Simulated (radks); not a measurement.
Task: The mean radii <r> (bohr) of the occupied orbitals of an atom or ion are listed with their occupations. Method: Dirac Kohn-Sham, PBEsol, spin-unpolarised, spherical densities, point nucleus; computed with a radial shooting solver on a logarithmic mesh with Libxc functionals.

| orbital | occ. | <r> |
|---|---|---|
| 1s1/2 | 2 | 0.03429 |
| 2s1/2 | 2 | 0.1493 |
| 2p1/2 | 2 | 0.1271 |
| 2p3/2 | 4 | 0.1318 |
| 3s1/2 | 2 | 0.4154 |
| 3p1/2 | 2 | 0.4092 |
| 3p3/2 | 4 | 0.4198 |
| 3d3/2 | 4 | 0.3970 |
| 3d5/2 | 6 | 0.4005 |
| 4s1/2 | 2 | 1.052 |
| 4p1/2 | 2 | 1.139 |
| 4p3/2 | 4 | 1.167 |
| 4d3/2 | 4 | 1.511 |

Name the element and its charge. Open shells, if any, fill j = l - 1/2 first.

Result: Z = 43, technetium, charge +3: Tc3+ in [Kr] 4d4. The 1s radius gives Z: for a bare nucleus <r> = (2 gamma + 1)/(2Z) with gamma = sqrt(1 - (Z/c)^2), 0.03371 bohr for Z = 43, and screening makes it slightly larger (0.03429 here). The occupations add up to 40, and the charge is Z minus that.
